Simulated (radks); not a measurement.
Trend from La to Lu: ionisation energy by Delta-SCF between NIST ground configurations, and size. Method: scalar-relativistic Kohn-Sham, LDA (Slater exchange, Perdew-Wang correlation), spin-unpolarised, spherical densities, finite nucleus; Fermi nuclear charge, rms radius of each element as measured or else 0.836 A^(1/3) + 0.57 fm; computed with a radial shooting solver on a logarithmic mesh with Libxc functionals.

species	configuration	IE (eV)	NIST (eV)	kind	-e(HOMO) (eV)	outermost	<r> outermost (bohr)	r at 0.001 e/bohr^3 (bohr)
La	[Xe] 5d1 6s2	6.303	5.577	exp.	3.205 (5d)	6s	4.37	5.46
Ce	[Xe] 4f1 5d1 6s2	6.503	5.539	exp.	3.180 (5d)	6s	4.30	5.42
Pr	[Xe] 4f3 6s2	5.909	5.470	semi-emp.	1.435 (4f)	6s	4.44	5.36
Nd	[Xe] 4f4 6s2	5.991	5.525	exp.	1.942 (4f)	6s	4.38	5.33
Pm	[Xe] 4f5 6s2	6.069	5.582	exp.	2.348 (4f)	6s	4.32	5.29
Sm	[Xe] 4f6 6s2	6.145	5.644	exp.	2.670 (4f)	6s	4.26	5.26
Eu	[Xe] 4f7 6s2	6.221	5.670	exp.	2.921 (4f)	6s	4.21	5.22
Gd	[Xe] 4f7 5d1 6s2	6.849	6.150	exp.	2.691 (5d)	6s	3.95	5.22
Tb	[Xe] 4f9 6s2	6.371	5.864	exp.	3.242 (4f)	6s	4.11	5.16
Dy	[Xe] 4f10 6s2	6.446	5.939	exp.	3.326 (4f)	6s	4.06	5.13
Ho	[Xe] 4f11 6s2	6.522	6.022	exp.	3.365 (4f)	6s	4.01	5.10
Er	[Xe] 4f12 6s2	6.598	6.108	exp.	3.363 (4f)	6s	3.96	5.08
Tm	[Xe] 4f13 6s2	6.675	6.184	exp.	3.324 (4f)	6s	3.92	5.05
Yb	[Xe] 4f14 6s2	6.753	6.254	exp.	3.250 (4f)	6s	3.87	5.02
Lu	[Xe] 4f14 5d1 6s2	5.488	5.426	exp.	1.918 (5d)	6s	3.61	5.04

Reference values: NIST Atomic Spectra Database (exp. = measured, semi-emp. = semi-empirical, theory = theoretical value adopted there). Spin polarisation and multiplet splitting are left out, so open shells lie too high by an amount that depends on their filling. Spin-orbit splitting is averaged out at the scalar-relativistic level.

Beside tabulated values, note that spin-unpolarised runs miss the spin-polarisation part of the exchange energy of open shells.
